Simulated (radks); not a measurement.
Spherical quantum dot in the effective-mass picture: electrons in a hard-walled sphere of radius 2.58, with a point charge +2 (a donor) at the centre, all in effective atomic units (hartree* = m*/eps^2 hartree, bohr* = eps/m* bohr), one dielectric constant everywhere. Method: non-relativistic Kohn-Sham, r2SCAN, spin-polarised, spherical densities, generalised Kohn-Sham scheme; computed with a radial shooting solver with Libxc functionals. Levels are named by radial order and angular momentum (1s, 1p, 1d, 2s, ...), and open shells are averaged over m. Results are scaled to m* = 0.216 and eps = 15, for which hartree* = 26.12 meV and bohr* = 3.675 nm.

N = 6, configuration 1s2 1p(up 3, down 1). This is the lowest configuration that the search found. Occupied and some empty levels:

level    occupation  eigenvalue (meV)  <r> (nm)
1s up             1            50.113     3.607
1s down           1            51.953     3.483
1p up             3            81.567     5.630
1p down           1            85.288     5.604
2s up             0            96.769     4.854
2s down           0            99.439     4.938
1d up             0            108.14     6.198
1d down           0            112.48     6.196
1f up             0            139.74     6.550
1f down           0            144.61     6.556

Energy (meV): total 147.610, kinetic 227.20, external -313.75, Hartree 312.23, exchange-correlation -78.069.
